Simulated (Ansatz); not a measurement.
## C2H6OZn: structure from calculated spectroscopic constants

These gas-phase data were calculated for one isomer of C2H6OZn at BLYP-D3(BJ)/def2-SVP (harmonic, unscaled wavenumbers; equilibrium rotational constants with average atomic masses):

| Item | Value |
| --- | --- |
| rotational constants | 12.5, 2.57, 2.215 GHz |
| all wavenumbers above 1500 cm⁻¹ | 3024, 2998, 2924, 2904, 2854, 1876 |
| dipole moment | 1.23 D (PBE0/def2-TZVPD) |

Candidates:

(1) `CC[O][ZnH]`, a singlet
(2) `C[CH2][Zn][OH]`, a singlet

**Question.** Which structure fits?

**Answer.** Candidate (1). No mode falls between 3300 and 4000 cm⁻¹, where the O–H stretch of (2) would stand.

The same quantities for all candidates:

```tsv
	rotational constants (GHz)	wavenumbers above 1500 cm⁻¹	dipole (D)	E above the lowest, BLYP-D3(BJ)/def2-SVP (kcal/mol)
(1)	12.5, 2.57, 2.215	3024, 2998, 2924, 2904, 2854, 1876	1.23	7.0
(2)	23.83, 2.248, 2.123	3672, 3019, 2996, 2990, 2950, 2933	2.05	0.0
```

Each candidate is one conformer. Programs: Ansatz 0.2.0.
